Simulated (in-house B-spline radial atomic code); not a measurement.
The molybdenum ion Mo³⁺ is squeezed into an impenetrable sphere of radius R (the orbitals vanish at R). All numbers are computed (Dirac-Kohn-Sham LDA VWN5, spherical fractional occupations; Fermi nucleus of rms radius 4.4091 fm) with an all-electron radial atomic-structure program (B-spline basis), not measured.

Energies in eV above the free ion in [Kr] 4d3:

```csv
R (bohr),highest level (eV),[Kr] 4d3,[Kr] 4d2 4f1,[Ar] 3d9 4s2 4p6 4d3 4f1
9.79,-33,0,24.39,257.1
5.95,-33,0.008081,25.35,258
4.8,-32.8,0.1329,27.25,259.8
3.97,-32.1,0.9209,30.85,263.1
3.79,-31.8,1.396,32.21,264.4
3.16,-29,6.163,41.22,273.1
2.43,-17.1,39.91,82.71,314.7
2.11,-2.68,97.51,144.6,377.9
1.78,28.4,258,308.7,548.5
1.54,73.5,544.7,594.5,849.2
```

**Question.** Does [Kr] 4d2 4f1 fall below [Kr] 4d3 under compression?

**Answer.** No, it stays above over the whole range.

**Question.** Does [Ar] 3d9 4s2 4p6 4d3 4f1 fall below [Kr] 4d3 under compression?

**Answer.** No, it stays above over the whole range.

The highest level is first positive in the row R = 1.78 bohr, pushed up by confinement above the zero of the free ion's potential. Each configuration is held fixed and needn't be the lowest in the sphere.
